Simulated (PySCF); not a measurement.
C6H10NO (doublet state).
Structure used (GFN2-xTB), in Å, numbered top down from 1:
```xyz
18
C6H10NO angstrom
C      3.1778   -0.8676   -0.1568
C      1.8468   -0.8470   -0.2130
C      1.1178    0.3936   -0.4702
O      1.6366    1.3927   -0.9657
N     -0.2493    0.3985   -0.1764
C     -1.0191    1.4980   -0.7188
C     -0.8694   -0.5038    0.6090
C     -2.3399   -0.5196    0.7917
H      3.7328   -1.7803   -0.0255
H      3.7372    0.0486   -0.2406
H      1.2757   -1.7611   -0.1379
H     -1.5321    2.0404    0.0750
H     -1.7542    1.1304   -1.4359
H     -0.3198    2.1655   -1.2219
H     -0.2626   -1.2100    1.1423
H     -2.6238   -1.3778    1.3938
H     -2.6981    0.3823    1.2974
H     -2.8649   -0.5765   -0.1649
```

The hyperfine couplings belong to this conformer and change with its torsions.

As a line formula: `C(C=C)(N([CH]C)C)=O` [radical].

Computed with UKS B3LYP, pcH-1 on C H N O, non-relativistic, mean-field spin-orbit, GIAO in PySCF. The structure is a single GFN2-xTB conformer in the gas phase; no vibrational or solvent corrections. A GFN2-xTB geometry isn't a minimum of the functional, and hyperfine couplings can be far from their values at a DFT geometry. The frame is twisted about the C2–C3 bond at this geometry (dihedral C1–C2–C3–O4 = 19°); couplings at other torsion angles weren't computed. The SCF solution wasn't tested for stability.

(1) Match the computed a_iso(13C) values +66.8, -28.5, -6.9, +4.1, +1.3 MHz with the sites C1; C2; C3; C7; C8.

## Answers

(1) 
```csv
site,a_iso (MHz),ρ(0) (bohr⁻³),position,distance from C7 (Å),spin population,largest |T| (MHz)
C1,+4.1,+0.0036,4 bonds from C7,4.14,+0.06,8.3
C2,-6.9,-0.0062,3 bonds from C7,2.86,-0.03,3.7
C3,+1.3,+0.0011,2 bonds from C7,2.43,+0.07,13.2
C7,+66.8,+0.0594,largest spin population,0.00,+0.77,127.7
C8,-28.5,-0.0254,1 bond from C7,1.48,-0.07,1.6
```

ρ(0) is the spin density at the nucleus and T the dipolar tensor; entries for several nuclei are means. The largest Mulliken spin populations are on C7 (+0.77), O4 (+0.15), C8 (-0.07) and C3 (+0.07). The angles at C7 add up to 360.0°, so it is planar; its axial dipolar tensor and the negative coupling of its proton fit spin in a p orbital normal to that plane.

β density exceeds α density at some nuclei, such as C8 (-0.0254), N5 (-0.0123) and H15 (-0.0115), spin density in bohr⁻³. In a single determinant that takes different orbitals for the two spins, that is spin polarisation.

Class means assume fast exchange of nuclei equivalent by connectivity; if that motion is slow, each nucleus keeps its own coupling. The three 1H nuclei of mean +62.1 MHz run from 3.4 to 99.4 MHz in the frozen geometry. The three 1H nuclei of mean +3.2 MHz run from -0.3 to 5.1 MHz in the frozen geometry.
